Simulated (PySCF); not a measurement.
C₂H₈ClNSi. Atoms are numbered in the order given.

```xyz
13

C     -2.0110     1.3976     0.5229
C     -1.1992     0.1799     0.0702
N     -1.2317    -0.8565     1.1007
Si     0.6049     0.6790    -0.2092
Cl     1.6865    -1.0584    -0.6502
H     -1.6328     1.7862     1.4818
H     -3.0697     1.1226     0.6737
H     -1.9875     2.2071    -0.2244
H     -1.5976    -0.1512    -0.9163
H     -0.7034    -1.6771     0.8033
H     -2.1903    -1.1673     1.2676
H      1.1964     1.2971     1.0058
H      0.7281     1.6011    -1.3719
```

Coordinates come from a B3LYP-D3(BJ)/def2-SVP optimisation. The structure was generated by enumeration; whether it is a known compound was not checked. The values are those of a single conformer.

These are PBE0/def2-TZVP (PySCF) values and carry that method's errors.

The molecule is in vacuum.

The total energy comes out as -885.15574 hartree and the highest occupied level is -7.06 eV. The lowest empty level comes out as 0.20 eV and the orbital gap comes out as 7.27 eV. The dipole moment comes out as 0.453 e·Å and the quadrupole, principal values (traceless, Buckingham form, about the centre of nuclear charge) is -5.42, -0.35, 5.77 D·Å. The mean static polarisability is 70.9 bohr³ (10.50 Å³) and the polarisability, principal values comes out as 59.8, 70.1, 82.8 bohr³.
